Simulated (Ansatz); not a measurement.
Ideal-gas functions of AsH₄NSi, SMILES `N1[SiH2][AsH]1` at 400 K and 1 bar, from an Ansatz frequency run at PBE0-D4/def2-TZVP.

Molar mass 121.05 g/mol, point group C1 (symmetry number 1), electronic degeneracy 1, moments of inertia 33.893, 132.511, 154.709 u Å². Harmonic wavenumbers (cm⁻¹, unscaled): 369, 427, 464, 522, 605, 655, 712, 791, 879, 967, 1002, 2166, 2234, 2259, 3622.

Use S(trans) = R[1.5 ln M + 2.5 ln T − 1.1517]; rotational temperatures θ = 24.2544 K / I; S(rot) = R[ln(√π/σ · √(T³/θAθBθC)) + 1.5]; for each mode x = 1.438777 ν̃/T, S = R[x/(eˣ − 1) − ln(1 − e⁻ˣ)] and H = RT x/(eˣ − 1); 1 cm⁻¹ = 0.0119627 kJ/mol; R = 8.31446 J/(mol·K).

Question: By hand: the entropy, in J/(mol·K).

Answer: Translation 174.8. Rotation: θ = 0.7156, 0.183, 0.1568 K, giving 108.1. Vibration, mode by mode: 6.55, 5.52, 4.96, 4.20, 3.32, 2.88, 2.45, 1.96, 1.52, 1.18, 1.07, 0.03, 0.02, 0.02, 0.00, in all 35.7. Electronic 0.0. Sum 318.6 J/(mol·K).

Question: By hand: H − E and G − E in kJ/mol, counted from the electronic energy.

Answer: Zero-point energy ½ × 17674 × 0.0119627 = 105.7; thermal vibration 9.7; translation, rotation and pV give 4 RT = 13.3. H − E = 128.7 kJ/mol, and G − E = 128.7 − 400 × 318.6/1000 = 1.3 kJ/mol.

Vibration gives 11 % of the entropy. The sum counts one conformer and one mirror image; others add a mixing term.
